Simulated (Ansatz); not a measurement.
Cost and result for the atomization energy of `BO[SiH2]SC` (12 atoms, 11 bonds).

Z-matrix (Å, degrees):
```
Si
O 1 1.660
S 1 2.108 2 112.1
H 1 1.478 2 107.6 3 117.0
H 1 1.486 2 107.5 3 -121.1
B 2 1.347 1 130.7 3 99.3
C 3 1.818 1 99.4 2 -69.4
H 6 1.205 2 120.0 1 1.7
H 6 1.198 2 118.2 1 -178.1
H 7 1.090 3 111.1 1 69.2
H 7 1.090 3 111.1 1 -53.7
H 7 1.089 3 106.7 1 -172.4
```

The species carries charge 0 and has multiplicity 1. All single points use the PBE0-D4/def2-TZVP geometry. It is one conformer, not always the lowest. Program: Ansatz. All runs use 4 threads of an Arm Neoverse N1 on a shared host. Times are those of one run each, without the atoms' runs, and a repeat can differ threefold. Electronic energies, without spin–orbit coupling; frozen cores. CCSD(T)/CBS adds CCSD(T) − MP2 in def2-TZVPP to the MP2 limit, and its time is that of the two runs behind it. T1 = 0.012. B3LYP takes the VWN-RPA correlation (the form of Gaussian; ORCA's B3LYP/G).

CCSD(T)/CBS is a level of theory with its own doubt, some kJ/mol a heavy atom from the limit and from the frozen cores, so smaller differences don't rank the functionals.

```
                             level  functions  wall time  atomization (kJ/mol)  difference from CCSD(T)/CBS  per bond
   PBE-D4/def2-TZVPP (with forces)        275      4.7 s                4394.9                         36.5       3.3
                PBE0-D4/def2-TZVPP        275        6 s                4344.9                        -13.5      -1.2
r2SCAN-D4/def2-TZVPP (with forces)        275      9.5 s                4374.9                         16.5       1.5
 B3LYP-D4/def2-TZVPP (with forces)        275      9.5 s                4358.8                          0.4       0.0
                 B2PLYP/def2-TZVPP        275       11 s                4311.9                        -46.5      -4.2
                ωB97X-V/def2-TZVPP        275       14 s                4378.1                         19.7       1.8
  ωB97M-V/def2-TZVPP (with forces)        275       21 s                4380.4                         22.0       2.0
                    MP2/def2-QZVPP        521       47 s                4372.6                         14.2       1.3
                CCSD(T)/def2-TZVPP        275    5.4 min                4246.2                       -112.2     -10.2
                 CCSD(T)/CBS(def2)          –    6.2 min                4358.4                          0.0       0.0
```

From PBE to PBE0 (25 % exact exchange), in def2-TZVPP and without D4, the atomization energy moves by −46.1 kJ/mol: exact exchange takes away binding that semilocal exchange gives to molecules. The D4 term adds +43.6 kJ/mol with B3LYP and +23.1 kJ/mol with PBE0; it sums over pairs of atoms, weighted by their polarisabilities, and B3LYP, whose exchange is more repulsive, gets the larger term. In def2-TZVPP, CCSD(T) changes the Hartree–Fock value by +955.6 kJ/mol (the triples alone add +54.9 kJ/mol) and MP2 by +1015.1 kJ/mol; breaking electron pairs costs correlation energy, which Hartree–Fock lacks.
